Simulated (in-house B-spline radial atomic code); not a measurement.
Neutral argon is squeezed into an impenetrable sphere of radius R (the orbitals vanish at R). No spin polarisation. Computed with a radial B-spline atomic code at the basis-set limit: scalar-relativistic (X2C) PBE, spherical fractional occupations, Fermi nucleus of rms radius 3.4274 fm.

Energies in eV above the free atom in [Ne] 3s2 3p6:

```
R (bohr)  highest level (eV)  [Ne] 3s2 3p6  [Ne] 3s2 3p5 3d1  [He] 2s2 2p5 3s2 3p6 3d1
    8.29               -10.3      0.001595             15.32                     248.8
    6.64               -10.2       0.02856             16.23                     249.6
    4.86               -9.54        0.6451             18.68                     251.6
    4.16               -8.37         2.267             21.52                       254
    3.79               -7.12         4.486             24.59                     256.5
    3.09               -1.83         17.18              39.5                     269.5
    2.78                3.01         32.02             55.64                     284.3
    2.07                30.6         146.5               173                     399.2
    1.69                71.4         359.7             383.6                     616.7
     1.5                 110         584.1             601.9                     847.8
```

Q: Does [Ne] 3s2 3p5 3d1 fall below [Ne] 3s2 3p6 under compression?

A: No, it stays above over the whole range.

Q: Does [He] 2s2 2p5 3s2 3p6 3d1 fall below [Ne] 3s2 3p6 under compression?

A: No, it stays above over the whole range.

The highest level is first positive in the row R = 2.78 bohr, pushed up by confinement above the zero of the free ion's potential. Each configuration is held fixed and needn't be the lowest in the sphere.
